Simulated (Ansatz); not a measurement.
This geometry of BrGeH3 + H2S (8 atoms, charge 0, multiplicity 1) is a first-order saddle point.

Level of theory: RKS PBE-D4/def2-SVP in Ansatz 0.2.0.

```xyz
8
Properties=species:S:1:pos:R:3
Ge -0.398 0.118 -0.902
Br 1.924 1.194 0.234
H 0.424 -0.755 -1.873
H -0.605 1.603 -1.295
H -1.851 -0.458 -0.796
H 1.183 -0.278 1.236
S -0.001 -1.175 1.328
H -0.677 -0.250 2.067
```

(1) Which two structures does it join? (They come from a converged band through this point; their orientation in space is the band's.)

(2) How far does it lie above each of them?

## Answers

(1) Bonds broken: Ge1–Br2, H6–S7. Bonds formed: Ge1–S7, Br2–H6. BrGeH3 + H2S becomes BrH + GeH4S.

Initial state:

```xyz
8
Properties=species:S:1:pos:R:3
Ge -0.286 0.509 -1.263
Br 1.264 1.674 0.054
H 0.335 -0.862 -1.608
H -0.491 1.376 -2.531
H -1.593 0.385 -0.450
H 1.155 -0.773 1.515
S 0.157 -1.649 1.831
H -0.541 -0.660 2.451
```

Final state:

```xyz
8
Properties=species:S:1:pos:R:3
Ge -0.740 -0.211 -0.879
Br 2.653 1.320 0.733
H 0.174 -0.946 -1.882
H -0.492 1.315 -0.874
H -2.232 -0.542 -1.134
H 1.634 0.301 1.043
S -0.131 -1.066 1.136
H -0.866 -0.171 1.855
```

(2) 26.0 kcal/mol above the first and 21.6 kcal/mol above the second. This is the barrier of this one path; another mechanism may lie lower. The orbitals stay closed-shell, which can raise the energy where a bond breaks towards radicals; this wasn't checked here.

Run time: 2.5 min on 2 threads of Arm Neoverse V1, on a shared host, peak memory 0.16 GiB.
